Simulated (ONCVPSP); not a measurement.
**Pseudopotential generation for Au: ONCV, LDA (Perdew-Wang 92), scalar-relativistic.**

Input for ONCVPSP 4.0.1:

```
# ATOM AND REFERENCE CONFIGURATION
# atsym  z   nc   nv     iexc    psfile
  Au 79.00   10    5  -001012      upf
#
#   n    l    f
    1    0    2.00
    2    0    2.00
    2    1    6.00
    3    0    2.00
    3    1    6.00
    3    2   10.00
    4    0    2.00
    4    1    6.00
    4    2   10.00
    4    3   14.00
    5    0    2.00
    5    1    6.00
    5    2   10.00
    6    0    0.75
    6    1    0.25
#
# PSEUDOPOTENTIAL AND OPTIMIZATION
# lmax
    2
#
#   l,   rc,      ep,       ncon, nbas, qcut
    0    1.75    0.00    4    7    9.10
    1    1.50    0.00    3    7    9.20
    2    2.20    0.00    3    8    6.10
#
# LOCAL POTENTIAL
# lloc, lpopt,  rc(5),   dvloc0
    4    5    1.00    3.00
#
# VANDERBILT-KLEINMAN-BYLANDER PROJECTORs
# l, nproj, debl
    0    3    2.40
    1    2    3.30
    2    2    0.30
#
# MODEL CORE CHARGE
# icmod, fcfact, rcfact
    2    0.30    1.10
#
# LOG DERIVATIVE ANALYSIS
# epsh1, epsh2, depsh
   -6.00    5.00    0.04
#
# OUTPUT GRID
# rlmax, drl
    6.00    0.01
#
# TEST CONFIGURATIONS
# ncnf
    4
# nvcnf
#   n    l    f
    5
    5    0    2.00
    5    1    6.00
    5    2   10.00
    6    0    1.00
    6    1    0.00
#
    5
    5    0    2.00
    5    1    6.00
    5    2   10.00
    6    0    0.00
    6    1    0.00
#
    5
    5    0    2.00
    5    1    6.00
    5    2    9.00
    6    0    0.00
    6    1    0.00
#
    5
    5    0    2.00
    5    1    6.00
    5    2    7.00
    6    0    0.00
    6    1    0.00
#
```

Command:

```bash
oncvpsp.x < Au.dat > Au.out
```

Output (shortened: citation, most of the input echo, consistency checks and plot data are left out):

```
ONCVPSP  (Optimized Norm-Conservinng Vanderbilt PSeudopotential)
scalar-relativistic version 4.0.1

#   n    l    f        energy (Ha)
    1    0    2.00    -2.9665609E+03
    2    0    2.00    -5.2347896E+02
    2    1    6.00    -4.5267696E+02
    3    0    2.00    -1.2355823E+02
    3    1    6.00    -1.0302774E+02
    3    2   10.00    -8.1074689E+01
    4    0    2.00    -2.6810713E+01
    4    1    6.00    -2.0077476E+01
    4    2   10.00    -1.1996758E+01
    4    3   14.00    -3.0194847E+00
    5    0    2.00    -4.0191282E+00
    5    1    6.00    -2.2290254E+00
    5    2   10.00    -2.8253928E-01
    6    0    0.75    -2.3984346E-01
    6    1    0.25    -4.6023886E-02

Reference configufation results
  iterations    32
  all-electron total energy (Ha)   -1.90013164D+04

Begin loop to  construct optimized pseudo wave functions
and semi-local pseudopoentials for all angular momenta

   Wellstate for l =  0  n =  8
     eigenvalue =   2.1602
     asymptotic potential =   2.6602
     half-point radius =  4.1062

Calculating optimized projector #   1

 for l=   0

    Fraction of norm inside rc  0.987467
    Optimizing pswf for qcut=   9.10 a_B^-1,  ecut=  41.38 Ha
    Residual kinetic energy error=  4.18D-08 Ha

    Energy error per electron        Cutoff
         Ha          eV             Ha
         0.01000     0.27211       18.29
         0.00100     0.02721       24.59
         0.00010     0.00272       29.48
         0.00001     0.00027       33.51

Calculating optimized projector #   2

 for l=   0

    Fraction of norm inside rc  0.123209
    Optimizing pswf for qcut=   9.10 a_B^-1,  ecut=  41.38 Ha
    Residual kinetic energy error=  3.96D-08 Ha

    Energy error per electron        Cutoff
         Ha          eV             Ha
         0.01000     0.27211       15.16
         0.00100     0.02721       23.11
         0.00010     0.00272       28.93
         0.00001     0.00027       33.41

Calculating optimized projector #   3

 for l=   0

    Fraction of norm inside rc  0.098190
    Optimizing pswf for qcut=   9.10 a_B^-1,  ecut=  41.38 Ha
    Residual kinetic energy error=  2.05D-07 Ha

    Energy error per electron        Cutoff
         Ha          eV             Ha
         0.01000     0.27211       18.16
         0.00100     0.02721       25.65
         0.00010     0.00272       31.36
         0.00001     0.00027       35.79

Calculating optimized projector #   1

 for l=   1

    Fraction of norm inside rc  0.877758
    Optimizing pswf for qcut=   9.21 a_B^-1,  ecut=  42.37 Ha
    Residual kinetic energy error=  1.17D-06 Ha

    Energy error per electron        Cutoff
         Ha          eV             Ha
         0.01000     0.27211       12.78
         0.00100     0.02721       27.61
         0.00010     0.00272       33.52
         0.00001     0.00027       37.96

Calculating optimized projector #   2

 for l=   1

    Fraction of norm inside rc  0.015677
    Optimizing pswf for qcut=   9.21 a_B^-1,  ecut=  42.37 Ha
    Residual kinetic energy error=  1.45D-07 Ha

    Energy error per electron        Cutoff
         Ha          eV             Ha
         0.01000     0.27211        7.54
         0.00100     0.02721       11.87
         0.00010     0.00272       27.53
         0.00001     0.00027       34.06

   Wellstate for l =  2  n =  6
     eigenvalue =   0.0175
     asymptotic potential =   0.5175
     half-point radius = 70.8011

Calculating optimized projector #   1

 for l=   2

    Fraction of norm inside rc  0.825732
    Optimizing pswf for qcut=   6.11 a_B^-1,  ecut=  18.64 Ha
    Residual kinetic energy error=  1.38D-05 Ha

    Energy error per electron        Cutoff
         Ha          eV             Ha
         0.01000     0.27211       12.14
         0.00100     0.02721       14.82
         0.00010     0.00272       16.80
         0.00001     0.00027       21.14

Calculating optimized projector #   2

 for l=   2

    Fraction of norm inside rc  0.000802
    Optimizing pswf for qcut=   6.11 a_B^-1,  ecut=  18.64 Ha
    Residual kinetic energy error=  1.39D-06 Ha

    Energy error per electron        Cutoff
         Ha          eV             Ha
         0.01000     0.27211        0.03
         0.00100     0.02721        4.75
         0.00010     0.00272        9.49
         0.00001     0.00027       13.15

Construct Vanderbilt / Kleinmman-Bylander projectors

B matrix Hermiticity error, ll=   0
   1   2    6.6468E-04
   1   3    9.9391E-04
   2   3   -1.4536E-04

  Orthonormal projector coefficients  2.0911E+01  4.7425E+00  6.2799E-01

B matrix Hermiticity error, ll=   1
   1   2    1.8301E-04

  Orthonormal projector coefficients  1.1881E+01  1.7398E+00

B matrix Hermiticity error, ll=   2
   1   2    2.3959E-06

  Orthonormal projector coefficients  6.7885E+00 -1.0498E+00

Model core correction analysis
  based on d2Exc/dn_idn_j

d2excae - all-electron derivatives

   -2.662306D-02   -2.330473D-02   -1.225253D-02   -1.734627D-03
   -5.243837D-04
   -2.330477D-02   -2.278342D-02   -1.473915D-02   -2.651394D-03
   -6.520027D-04
   -1.225259D-02   -1.473919D-02   -1.596469D-02   -9.864112D-03
   -3.952668D-03
   -1.734630D-03   -2.651340D-03   -9.862578D-03   -2.323770D-02
   -1.843246D-02
   -5.243901D-04   -6.520000D-04   -3.947220D-03   -1.835675D-02
   -4.013098D-02

d2excps - pseudofunction derivatives with no core correction

   -5.057651D-02   -3.555284D-02   -1.402297D-02   -3.546579D-03
   -9.304673D-04
   -3.555429D-02   -3.144925D-02   -1.690111D-02   -3.445685D-03
   -9.066654D-04
   -1.402332D-02   -1.690126D-02   -1.772359D-02   -1.010232D-02
   -4.009579D-03
   -3.547037D-03   -3.445670D-03   -1.010079D-02   -2.334227D-02
   -1.845668D-02
   -9.305458D-04   -9.066770D-04   -4.004133D-03   -1.838095D-02
   -4.014191D-02

rms 2nd derivative error    6.248409E-03

amplitude prefactor, scale prefactor
    8.4378    1.2112

d2excps - pseudofunction derivatives with core correction

   -2.712255D-02   -2.345132D-02   -1.138875D-02   -1.873025D-03
   -5.529218D-04
   -2.345132D-02   -2.367532D-02   -1.484958D-02   -2.676209D-03
   -6.811309D-04
   -1.138877D-02   -1.484960D-02   -1.703303D-02   -9.965983D-03
   -3.957230D-03
   -1.873026D-03   -2.676154D-03   -9.964456D-03   -2.321392D-02
   -1.843088D-02
   -5.529270D-04   -6.811282D-04   -3.951783D-03   -1.835515D-02
   -4.013495D-02

rms 2nd derivative error    3.903964E-04

Pseudoatom total energy -136.553843

Diagnostic tests using Vanderbilt-Kleinman-Bylander pseudopotentials
  1 or more projectors used as specified by nproj input data

   l    rcore       rmatch      e in        delta e   norm test  slope test

   0   1.7543350   1.8076004  -4.0191282   0.0000047   1.0003223   1.0002914
   0   1.7543350   1.8076004  -0.2398435   0.0000020   1.0000382   1.0000295
   0   1.7543350   1.8076004   2.1601565   0.0000250   1.0003165   1.0003165

   1   1.5016372   1.5472302  -2.2290254   0.0000048   1.0002214   1.0002353
   1   1.5016372   1.5472302  -0.0460239   0.0000030   1.0000853   1.0000713

   2   2.2020937   2.2689540  -0.2825393  -0.0000315   1.0000806   1.0000331
   2   2.2020937   2.2689540   0.0174607  -0.0000064   1.0001472   1.0001472

 Testing for bound ghosts
   n   l    E NL Schr. Eq   E Basis Diag.   E Cutoff

   1   0       -4.019124       -4.019120     86.39
   2   0       -0.239841       -0.215093     86.39

   2   1       -2.229021       -2.229021     99.22
   3   1       -0.046021        0.157525     99.22

   3   2       -0.282571       -0.282298     71.19

 Testing for highly-localized positive-energy ghosts
       l    <radius>/rc     E Basis Diag.   E Cutoff

       0        0.233409       10.511524     86.39  WARNING - GHOST(+)

Test configuration 0

   n   l     f        eae           eps        diff
   1   0  2.0000-2966.56093360
   2   0  2.0000 -523.47895808
   2   1  6.0000 -452.67696299
   3   0  2.0000 -123.55823491
   3   1  6.0000 -103.02773959
   3   2 10.0000  -81.07468855
   4   0  2.0000  -26.81071326
   4   1  6.0000  -20.07747610
   4   2 10.0000  -11.99675769
   4   3 14.0000   -3.01948473
   5   0  2.0000   -4.01912819   -4.01912354    4.65D-06
   5   1  6.0000   -2.22902543   -2.22902059    4.84D-06
   5   2 10.0000   -0.28253928   -0.28257076   -3.15D-05
   6   0  0.7500   -0.23984346   -0.23984141    2.05D-06
   6   1  0.2500   -0.04602389   -0.04602086    3.02D-06

    Total energies and differences
      AE_ref= -1.90013164D+04  AE_tst= -1.90013164D+04  dif=  0.00D+00
      PS_ref= -1.36553843D+02  PS_tst= -1.36553843D+02  dif= -4.86D-12
      PSP excitation error=  4.86D-12

Test configuration 1

   n   l     f        eae           eps        diff
   1   0  2.0000-2966.53936523
   2   0  2.0000 -523.45781281
   2   1  6.0000 -452.65581677
   3   0  2.0000 -123.53693376
   3   1  6.0000 -103.00643959
   3   2 10.0000  -81.05343438
   4   0  2.0000  -26.78932438
   4   1  6.0000  -20.05608628
   4   2 10.0000  -11.97537840
   4   3 14.0000   -2.99808741
   5   0  2.0000   -3.99749814   -3.99703626    4.62D-04
   5   1  6.0000   -2.20718679   -2.20701229    1.75D-04
   5   2 10.0000   -0.26150086   -0.26150227   -1.41D-06
   6   0  1.0000   -0.22354007   -0.22354027   -2.10D-07

    Total energies and differences
      AE_ref= -1.90013164D+04  AE_tst= -1.90013644D+04  dif= -4.80D-02
      PS_ref= -1.36553843D+02  PS_tst= -1.36601864D+02  dif= -4.80D-02
      PSP excitation error=  1.46D-05

Test configuration 2

   n   l     f        eae           eps        diff
   1   0  2.0000-2966.85434151
   2   0  2.0000 -523.76991397
   2   1  6.0000 -452.96798968
   3   0  2.0000 -123.84982881
   3   1  6.0000 -103.31933752
   3   2 10.0000  -81.36604248
   4   0  2.0000  -27.10269651
   4   1  6.0000  -20.36946763
   4   2 10.0000  -12.28869521
   4   3 14.0000   -3.31151589
   5   0  2.0000   -4.31244169   -4.31463839   -2.20D-03
   5   1  6.0000   -2.52369646   -2.52459001   -8.94D-04
   5   2 10.0000   -0.57401937   -0.57431932   -3.00D-04

    Total energies and differences
      AE_ref= -1.90013164D+04  AE_tst= -1.90010054D+04  dif=  3.11D-01
      PS_ref= -1.36553843D+02  PS_tst= -1.36242822D+02  dif=  3.11D-01
      PSP excitation error= -8.97D-05

Test configuration 3

psatom: WARNING lschvkbb convergence error n,l,iter=   3   1   4
ea(ii),et,emin,emax -5.056368E-02 -5.562005E-02 -5.562005E-02 -5.562005E-02
run_config: WARNING for fully non-local PS atom, stg. 1
 WARNING no output for configuration 4

Test configuration 4

psatom: WARNING lschvkbb convergence error n,l,iter=   3   1   3
ea(ii),et,emin,emax -4.602086E-02 -5.062295E-02 -5.062295E-02 -5.062295E-02
run_config: WARNING for fully non-local PS atom, stg. 1
 WARNING no output for configuration 5
```

The run took about 4.8 s on one core of a shared server CPU.
